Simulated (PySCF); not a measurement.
**Adding and removing an electron: SiSe**

MN15; Si def2-TZVPPD, Se def2-TZVPPD; no relativity (PySCF 2.14). Neutral (UKS): singlet (closed shell), Re = 2.042 Å, ωe = 610 cm⁻¹, De = 5.59 eV, HOMO -8.39 eV, LUMO -1.90 eV.

SiSe⁺ (UKS): doublet (π ↑), Re = 2.182 Å, ωe = 484 cm⁻¹, De = 3.85 eV to Si⁺ + Se. The energies at the minima are -2691.27750 hartree for SiSe and -2690.91552 for SiSe⁺.

**Question.** Work out the adiabatic ionisation energy, without and with harmonic zero-point energies (1 hartree = 27.2114 eV, 1 eV = 8065.5 cm⁻¹), and the change of the bond length.

**Answer.** At MN15: 0.36198 hartree = 9.850 eV between the minima; the zero-point term (484.0 − 610.0)/2 cm⁻¹ = -0.008 eV makes it 9.842 eV. Re changes by +14.0 pm against the neutral. Minus the HOMO energy is 8.39 eV, -1.46 eV from the value between the minima; self-interaction puts the Kohn–Sham level too high, less so with exact exchange. The electron leaves a π orbital, and the longer bond of the ion fits a bonding orbital, or a change in how ionic the bond is.

Spin–orbit coupling is left out. For an ion De counts to the pair picked by the measured ionisation energies or electron affinities, which need not be the lowest pair at this level. States were picked by a PBE0 search and need not be the measured ground states.
